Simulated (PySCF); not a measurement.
Compound: C6H12N (charge +1).
Atom-mapped SMILES: `[CH:1]#[C:2][CH2:3][N+:4]([CH3:5])([CH3:6])[CH3:7]` (hydrogens: H8 on C1; H9, H10 on C3; H11, H12, H13 on C5; H14, H15, H16 on C6; H17, H18, H19 on C7)

The geometry is computed with GFN2-xTB (gas phase).

Task: What internal coordinates does the optimisation give?

Result: 
| bond | length (Å) | order |
| --- | --- | --- |
| C1≡C2 | 1.197 | triple |
| C2–C3 | 1.450 | single |
| C3–N4 | 1.495 | single |
| N4–C5, N4–C6, N4–C7 | 1.474 | single |
| C1–H8 | 1.050 | single |
| C3–H9, C3–H10 | 1.094 | single |
| C5–H11 and 8 like bonds | 1.089 | single |

Bonds in one row agree within 0.01 Å and their mean is given. Orders are formal, as drawn. A selection of angles:
| angle | degrees |
| --- | --- |
| C2–C1–H8 | 179.1 |
| C1–C2–C3 | 179.2 |
| C2–C3–N4 | 112.5 |
| C2–C3–H9 | 109.1 |
| N4–C3–H9 | 108.7 |
| H9–C3–H10 | 108.6 |
| C3–N4–C5 | 109.0 |
| C5–N4–C6 | 109.6 |
| N4–C5–H11 | 110.4 |
| H11–C5–H12 | 108.7 |

Dihedral angles: C2–C3–N4–C5 180° (antiperiplanar).

N4 (ammonium nitrogen) is tetrahedral (angles from 109.0° to 109.6°). The C–C distances run from 1.197 Å (C1≡C2, drawn triple) to 1.450 Å (C2–C3, drawn single), a spread of 0.253 Å. The C–N distances run from 1.473 Å (N4–C5, drawn single) to 1.495 Å (C3–N4, drawn single), a spread of 0.022 Å. Of the pairs four or more bonds apart, C2···H17 is among the closest relative to their van der Waals radii: 2.51 Å, 87 % of the sum of Bondi's values.

Point group: Cs (every atom within 0.08 Å of its image). No GFN2-xTB frequencies stand behind this structure, so it isn't proved a minimum.
